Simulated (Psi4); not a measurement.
C₂H₈Si (SMILES C[SiH2]C), singlet, at a GFN2-xTB geometry, with bond 11-3 at 2.0 times its length. Base run: BLYP/STO-3G (Psi4).

Geometry (Å):
```xyz
11

Si     0.0355    -0.4335    -0.3704
C      1.4575     0.7387     0.0871
C     -1.5229     0.0604     0.5957
H      0.4074    -1.8145    -0.0326
H     -0.2307    -0.3455    -1.8129
H      1.2158     1.7703    -0.1539
H      2.3653     0.4815    -0.4504
H      1.6828     0.6951     1.1492
H     -2.3561    -0.5930     0.3552
H     -1.8278     1.0776     0.3654
H     -1.1987    -0.0556     2.7414
```
Charge 0, spin multiplicity 1.
All else is at Psi4's defaults (density fitting).
Base energy -365.94453 Eh.

Each row names what was changed in the base input (with any setting that the change needs).

```
change                                        ΔE vs base (mEh)  SCF cycles  grid points  basis functions
--------------------------------------------  ----------------  ----------  -----------  ---------------
base                                                     0.000          11       236053               27
d_convergence = 1e-8                                     0.000          13       236053               27
cholesky_tolerance = 1e-6 (with scf_type cd)             1.523          11       236053               27
dft_radial_scheme = mura                                 0.000          11       239175               27
level_shift = 0.3                                        0.000          12       236053               27
d_convergence = 1e-10                                    0.000          14       236053               27
guess = core                                             0.000          13       236053               27
basis_guess = true                                       0.000           9       236053               27
dft_radial_scheme = multiexp                             0.001          11       247587               27
scf_type = disk_df                                       0.000          11       236053               27
puream = false                                           0.262          11       236053               27
scf_type = out_of_core                                   1.524          11       236053               27
dft_radial_points = 150                                  0.000          11       468013               27
```
